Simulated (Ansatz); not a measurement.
Basis-set extrapolation for CH$_{7}$AlSi$_{2}$, SMILES `[SiH3][SiH]1[CH2][AlH]1` (PBE0-D4/def2-TZVP geometry, frozen core, Ansatz 0.2.0). Multiplicity 1, RHF reference.

```json
{"": "HF", "def2-TZVPP": "-861.702156", "def2-QZVPP": "-861.728362"}
{"": "MP2 correlation", "def2-TZVPP": "-0.497886", "def2-QZVPP": "-0.532244"}
{"": "CCSD(T) correlation", "def2-TZVPP": "-0.581587", "def2-QZVPP": "not run"}
```

Energies in hartree. Use E(X) = E(∞) + A·exp(−7.88·√X) for Hartree–Fock and E(X) = E(∞) + B·X^(−2.97) for correlation, with X = 3 and 4, and add CCSD(T) minus MP2 of the smaller set to the MP2 limit.

Problem. What is the CCSD(T) energy at the basis-set limit?

Solution. HF limit: -861.728362 + (-0.026206) × 0.13774 = -861.73197. MP2 limit: -0.532244 + (-0.034358) × 0.74074 = -0.55769. Higher-order term: -0.581587 − (-0.497886) = -0.08370. Total: -862.37336 hartree, 2.44 eV below CCSD(T)/def2-TZVPP.
